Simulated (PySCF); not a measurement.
C2H5FO2Si, SMILES C(O)([Si@@H](F)C)=O.

Coordinates come from a B3LYP-D3(BJ)/def2-SVP optimisation. The structure was generated by enumeration; whether it is a known compound was not checked. Other conformers were not sampled.

All values below come from PySCF with TDA-LC-ωPBE/def2-SVPD.

Vertical excitations. Gas-phase values at a fixed geometry.

Computed excitation energies, oscillator strengths and character:
```tsv
state	energy (eV)	λ (nm)	f	main pairs
S1	5.17	240	0.006	HOMO→LUMO 85 %
S2	7.76	160	0.034	HOMO→LUMO+1 34 %, HOMO−2→LUMO 18 %, HOMO−1→LUMO 15 %, HOMO→LUMO+2 10 %
S3	8.22	151	0.018	HOMO−3→LUMO 70 %
S4	8.24	150	0.081	HOMO→LUMO+2 54 %, HOMO→LUMO+1 22 %
S5	8.63	144	0.056	HOMO−1→LUMO 63 %, HOMO−2→LUMO 11 %
S6	8.84	140	0.135	HOMO−2→LUMO 37 %, HOMO→LUMO+1 21 %, HOMO−1→LUMO+2 8 %, HOMO→LUMO+2 6 %
S7	9.03	137	0.099	HOMO−1→LUMO+2 34 %, HOMO−2→LUMO 15 %, HOMO−1→LUMO+1 14 %, HOMO−2→LUMO+2 9 %
S8	9.16	135	0.005	HOMO−2→LUMO+1 56 %, HOMO−1→LUMO+1 18 %
S9	9.35	133	0.112	HOMO→LUMO+4 40 %, HOMO→LUMO+5 20 %, HOMO→LUMO+3 17 %
S10	9.38	132	0.018	HOMO→LUMO+3 45 %, HOMO→LUMO+4 26 %, HOMO→LUMO+7 8 %
T1	4.39	283	0	HOMO→LUMO 87 %
T2	5.72	217	0	HOMO−2→LUMO 51 %, HOMO−1→LUMO 30 %
T3	7.39	168	0	HOMO−3→LUMO 74 %
T4	7.56	164	0	HOMO→LUMO+1 36 %, HOMO→LUMO+2 27 %, HOMO→LUMO+3 10 %
```
Triplets are in the Tamm–Dancoff approximation.
